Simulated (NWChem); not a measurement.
System: C$_{2}$H$_{5}$ClSi; SMILES C=C([SiH3])Cl

NWChem input:

```
start job
memory heap 200 mb stack 900 mb global 1100 mb
geometry units angstroms
  C      1.215935     0.807873     1.112796
  C      0.304551     0.248048     0.335941
  Si    -1.577372     0.443693     0.424004
  Cl     0.816254    -0.810807    -0.947073
  H      0.909322     1.464062     1.908829
  H      2.275177     0.644021     0.996029
  H     -2.154297    -0.880806     0.648143
  H     -1.877582     1.349297     1.532819
  H     -2.029256     0.996909    -0.851584
end
basis spherical
  * library def2-svp
end
dft
  xc xpbe96 cpbe96
  disp vdw 4
  iterations 150
end
driver
  maxiter 120
end
task dft optimize
task dft freq
```

The level has its own optimisation; frequencies are unscaled.

Problem. Give the results of this calculation. (PBE-D3(BJ)/def2-SVP.) Quantities: r C–C (Å); r C–H (Å); r C–Si (Å); r C–Cl (Å); highest harmonic frequency (cm⁻¹); lowest (cm⁻¹); zero-point energy (kcal/mol); dipole (D).

Solution. 
```yaml
r C–C (Å): 1.346
r C–H (Å): 1.102
r C–Si (Å): 1.889
r C–Cl (Å): 1.762
highest harmonic frequency (cm⁻¹): 3177
lowest (cm⁻¹): 140
zero-point energy (kcal/mol): 35.2
dipole (D): 1.16
```
